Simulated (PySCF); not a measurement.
Species: C2H12OSi3.
Cartesian coordinates in Å at the GFN2-xTB level; atoms count from 1:
```xyz
18
C2H12OSi3 angstrom
C     -2.779    0.776    0.406
O     -1.452    0.727   -0.045
C     -0.908   -0.578   -0.113
Si     0.897   -0.258   -0.674
Si     2.216   -2.067   -0.051
Si     1.248    1.874    0.180
H     -2.868    0.364    1.419
H     -3.075    1.824    0.413
H     -3.444    0.212   -0.260
H     -1.488   -1.195   -0.810
H     -0.970   -1.064    0.872
H      0.819   -0.238   -2.153
H      3.609   -1.846   -0.447
H      2.233   -2.279    1.402
H      1.837   -3.364   -0.623
H      0.531    2.951   -0.503
H      0.908    1.951    1.605
H      2.677    2.215    0.091
```

Computed, not measured: CAM-B3LYP/def2-SVPD in PySCF (dipole) on a GFN2-xTB geometry, gas phase.

Take the most abundant isotopes and a rigid rotor. The values belong to one conformer with, in the numbering `[CH3:1][O:2][CH2:3][SiH:4]([SiH3:5])[SiH3:6]`, C1–O2–C3–Si4 -177°, O2–C3–Si4–Si5 157°.

Give the principal moments of inertia and the rotational constants in MHz.

Ia = 228.84, Ib = 489.59, Ic = 666.90 u·Å²; 505379 MHz·u·Å²/I gives A = 2208, B = 1032, C = 757.8 MHz.

What kind of rotor is it?

An asymmetric top. Ray's parameter κ = (2B − A − C)/(A − C) = -0.622; −1 is the prolate and +1 the oblate limit.

Is it planar, by Δ = Ic − Ia − Ib?

Not planar: Δ = Ic − Ia − Ib = -51.53 u·Å². For a rigid frame Δ = −2 Σ m c², so Σ m c² = 25.76 u·Å² lies off the ab plane: 13.49 from hydrogen and 12.27 from heavier atoms. The atom farthest from that plane is 2.03 Å away.

Give the other two planar moments, Paa and Pbb, and the rms extents of the mass along the axes.

Paa = Σ m a² = (Ib + Ic − Ia)/2 = 463.83 and Pbb = Σ m b² = (Ia + Ic − Ib)/2 = 203.07 u·Å². With the mass M = 136.02 u, the rms extents √(P/M) along a, b and c are 1.85, 1.22, 0.44 Å.

Which lines would a microwave search look for?

The dipole components are |μa| = 0.95 D, |μb| = 1.63 D, |μc| = 0.27 D. Intensities carry the squares of the components, which stand as 0.34 : 1.00 : 0.03 (a : b : c). Some lines, for components of 0.1 D or more:

```tsv
type	branch	J(Ka,Kc)	MHz	lower level (cm⁻¹)
a	Q	3(1,2) ← 3(1,3)	1642	0.374
b	R	3(1,2) ← 2(2,1)	2224	0.354
b	Q	3(1,2) ← 3(0,3)	2315	0.351
b	R	2(0,2) ← 1(1,1)	2361	0.099
a	Q	4(1,3) ← 4(1,4)	2715	0.592
c	Q	3(2,2) ← 3(1,2)	3146	0.429
b	Q	5(1,4) ← 5(0,5)	4248	0.854
b	R	4(1,3) ← 3(2,2)	4464	0.534
a	R	3(2,2) ← 2(2,1)	5370	0.354
b	Q	4(2,3) ← 4(1,4)	5378	0.592
a	R	3(1,2) ← 2(1,1)	5753	0.237
b	Q	5(3,2) ← 5(2,3)	5782	1.108
b	Q	4(3,2) ← 4(2,3)	6700	0.771
a	R	4(3,2) ← 3(3,1)	7234	0.753
b	R	2(2,1) ← 1(1,0)	7383	0.108
a	R	5(0,5) ← 4(0,4)	8297	0.578
c	Q	5(4,2) ← 5(3,2)	9002	1.301
a	R	5(4,1) ← 4(4,0)	9048	1.299
a	R	5(3,3) ← 4(3,2)	9058	0.995
b	Q	5(4,2) ← 5(3,3)	9115	1.297
c	R	4(2,2) ← 3(1,2)	10856	0.429
b	R	4(2,2) ← 3(1,3)	12498	0.374
c	R	5(2,4) ← 4(1,4)	14234	0.592
b	R	5(3,3) ← 4(2,2)	15175	0.791
b	R	5(2,3) ← 4(1,4)	15467	0.592
b	R	4(4,0) ← 3(3,1)	16363	0.753
c	R	5(5,1) ← 4(4,1)	20778	1.299
```

Estimate the classical rotational partition function at 25 K, 100 K and 200 K.

Point group C1, symmetry number σ = 1; q = (√π/σ)·√((kT/h)³/(ABC)), k/h = 20836.6 MHz/K: 16000 at 25 K, 128000 at 100 K, 363000 at 200 K.

Stationary, but not proved a minimum. These are rigid-rotor constants of the computed structure; measured ground-state constants (B0) also hold zero-point vibration. A rigid rotor knows nothing of internal rotation, which can split or shift real lines.

The run took 64 s wall (with the writing of density and orbital grids) on one thread, Arm Neoverse V1 (aarch64), on a shared host, and the process peaked at 1.1 GiB of memory. This is the CAM-B3LYP/def2-SVPD job that gave the dipole, with the excitations it also computed.
